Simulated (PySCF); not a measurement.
Species: C4H6BN.
Bonds: N1–C2, C2–C3 (double), C3–C4, C4–C5 (double), C5–B6, C2–B6. Hydrogens: H7, H8 on N1; H9 on C3; H10 on C4; H11 on C5; H12 on B6.

Method: PBE0-D3(BJ)/def2-TZVP geometry optimisation, gas phase (PySCF); density fitting, grid level 2; the optimiser is geomeTRIC in internal coordinates, started from a GFN2-xTB structure.

Step 1: E = -6405.0898 eV
```
atom  x, y, z in Å  |  force x, y, z in eV/Å
N1      1.8481   -0.0408   -0.8954   -0.119   0.306   0.032
C2      0.6690   -0.0745   -0.2710   -0.350  -0.043  -0.093
C3      0.0870   -1.0547    0.4597   -0.010  -0.103   0.192
C4     -1.2396   -0.6012    0.8429   -0.196  -0.202  -0.226
C5     -1.6107    0.6397    0.3898   -0.072  -0.005  -0.013
B6     -0.4004    1.1778   -0.3194    0.329   0.017   0.411
H7      2.0398    0.7904   -1.4156    0.427   0.038  -0.164
H8      2.5327   -0.7737   -0.8548    0.014  -0.059  -0.028
H9      0.4945   -2.0247    0.7149   -0.014   0.001  -0.021
H10    -1.9042   -1.2517    1.4127    0.103   0.076   0.128
H11    -2.5692    1.0790    0.6214   -0.014   0.030   0.015
H12    -0.0945    2.2847   -0.6624   -0.098  -0.056  -0.232
```

Step 2: E = -6405.1021 eV
```
atom  x, y, z in Å  |  force x, y, z in eV/Å
N1      1.8438   -0.0147   -0.9043    0.281  -0.526   0.222
C2      0.6574   -0.0533   -0.2799   -0.153   0.422  -0.327
C3      0.0851   -1.0451    0.4494    0.166  -0.021   0.014
C4     -1.2454   -0.6092    0.8433   -0.145   0.054  -0.224
C5     -1.6236    0.6349    0.4013   -0.091  -0.098   0.048
B6     -0.4159    1.1878   -0.3071    0.229   0.040   0.274
H7      2.1817    0.7571   -1.4479   -0.332   0.196   0.125
H8      2.4735   -0.7946   -0.8248    0.072  -0.061  -0.053
H9      0.5032   -2.0123    0.6968   -0.001  -0.016  -0.022
H10    -1.8931   -1.2630    1.4264    0.065   0.045   0.087
H11    -2.5843    1.0688    0.6376    0.008   0.018   0.020
H12    -0.1299    2.2939   -0.6681   -0.099  -0.052  -0.165
```

Question: Estimate the geometry and energy of step 3. (The exact step hangs on the optimiser's Hessian estimate; all steps are aligned on step 2, rigid shifts and turns removed.)

Answer: E = -6405.1330 eV, largest force 0.141 eV/Å
```
atom  x, y, z in Å  |  force x, y, z in eV/Å
N1      1.8510   -0.0315   -0.8907    0.050   0.058   0.012
C2      0.6543   -0.0529   -0.2853    0.100  -0.095  -0.030
C3      0.0851   -1.0503    0.4389   -0.073   0.096  -0.020
C4     -1.2452   -0.6087    0.8331   -0.083  -0.003   0.010
C5     -1.6232    0.6394    0.4040    0.047  -0.065  -0.012
B6     -0.4103    1.1913   -0.3009    0.069   0.018   0.067
H7      2.1536    0.7809   -1.3961   -0.033  -0.006   0.040
H8      2.4878   -0.8096   -0.8434   -0.038   0.018  -0.005
H9      0.5029   -2.0185    0.6832   -0.011   0.000  -0.027
H10    -1.8797   -1.2519    1.4408   -0.004  -0.004   0.018
H11    -2.5825    1.0754    0.6431    0.028   0.009   0.028
H12    -0.1413    2.2864   -0.7041   -0.053  -0.024  -0.083
```

The energy changes by -0.0310 eV. The first-order estimate −F·Δx gives -0.0554 eV and the mean of the old and new forces, exact on a quadratic surface, -0.0308 eV. The step makes an angle of 56° with the force vector and moves no atom by more than 0.064 Å.

What follows is the cost of the whole optimisation. On one thread, Arm Neoverse V2 (aarch64), shared host with 96 logical CPUs at a one-minute load of 17, this took 2.1 min and 0.93 GiB of memory at its peak.
